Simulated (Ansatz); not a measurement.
Molecule: BeCl2, net charge 0, singlet state. 
Coordinates optimised at B3LYP-D3(BJ)/def2-TZVP (Ansatz, a program for electronic structure):
```
Be
Cl 1 1.8041
Cl 1 1.8041 2 180.00
```
Charge 0, spin multiplicity 1.

Basis-set convergence of Hartree-Fock and CCSD(T) correlation energies (hartree) with Ansatz. Valence correlation only, unless marked. Spin-orbit coupling is left out. No relativistic terms.

| basis | functions | E(HF) | E(corr, CCSD(T)) |
|---|---|---|---|
| def2-SVP | 45 | -933.48046 | -0.31803 |
| def2-TZVPP | 103 | -933.81743 | -0.46075 |
| def2-QZVPP | 176 | -933.84869 | -0.50920 |

Extrapolating the two largest sets (X = 3 and 4) as X^-3: E(corr) = (64·(-0.50920) - 27·(-0.46075))/37 = -0.5446 Eh, an estimate of the basis-set limit. The largest set recovers 93.5 % of it, the smallest 58.4 %.
